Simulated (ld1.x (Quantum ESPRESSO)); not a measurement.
Ce (Z = 58): excitation energies, all-electron against PAW

- Element: cerium (Ce)
- Generator: ld1.x (Quantum ESPRESSO) 7.5
- Type: PAW
- Functional: LDA (PZ)
- Relativity: scalar-relativistic
- Frozen core: [Kr] 4d10 4f1
- Valence charge: 11
- Reference configuration: 5s2 5p6 5d1 6s1.5 6p0 (charge +0.5)
- Partial waves: 5s (bound): rcut 2.10, rcutus 2.40 bohr; 6s (bound): rcut 2.10, rcutus 2.40 bohr; 5p (bound): rcut 2.35, rcutus 2.85 bohr; 6p (bound, empty): rcut 2.35, rcutus 2.85 bohr; 5d (bound): rcut 1.95, rcutus 2.55 bohr; 5d channel at 0.95 Ry: rcut 1.95, rcutus 2.55 bohr
- Local potential: all-electron potential smoothed inside 2.70 bohr (lloc = -2)
- Core correction: Bessel-smoothed model core inside 2.25 bohr
- Augmentation charge: BESSEL, radius 1.80 bohr

Energies are relative to the spin-unpolarised reference configuration 5s2 5p6 5d1 6s1.5 6p0; without spin polarisation the order of configurations can differ from experiment. The frozen-core shift is the all-electron ΔE with the core orbitals held at their reference shape minus the fully relaxed ΔE.

Task: Give the all-electron excitation energy and the error of the potential for: 5s2 5p6 5d1 6s2 6p0; 5s2 5p6 5d1 6s1 6p0; 5s2 5p6 5d1 6s0 6p0; 5s2 5p6 5d2 6s1 6p0; 5s2 5p6 5d0 6s2 6p1; 5s2 5p6 5d2 6s0 6p0; 5s2 5p6 5d1.5 6s1.5 6p0.

Result:

```tsv
valence configuration	charge	ΔE all-electron (eV)	error AE − PS (meV)	frozen-core shift (meV)
5s2 5p6 5d1 6s2 6p0	0	-2.526	+0.3	-0.3
5s2 5p6 5d1 6s1 6p0	+1	3.745	-0.9	+0.9
5s2 5p6 5d1 6s0 6p0	+2	15.091	-7.7	+8.0
5s2 5p6 5d2 6s1 6p0	0	-1.602	-5.0	+5.3
5s2 5p6 5d0 6s2 6p1	0	-0.152	-1.7	+1.8
5s2 5p6 5d2 6s0 6p0	+1	3.984	-3.9	+4.5
5s2 5p6 5d1.5 6s1.5 6p0	0	-2.117	-1.9	+2.1
```

Levels in the configuration 5s2 5p6 5d2 6s1 6p0:

```tsv
level	all-electron (eV)	pseudo (eV)
5s	-39.169	-39.136
5p	-21.847	-21.823
5d	-2.252	-2.246
6s	-3.377	-3.376
```

A variational frozen-core shift is positive and of second order in the change. This column holds negative values, so the frozen-core run of ld1.x carries numerical noise or an error of first order here, and the column gives no more than the rough size of the effect.
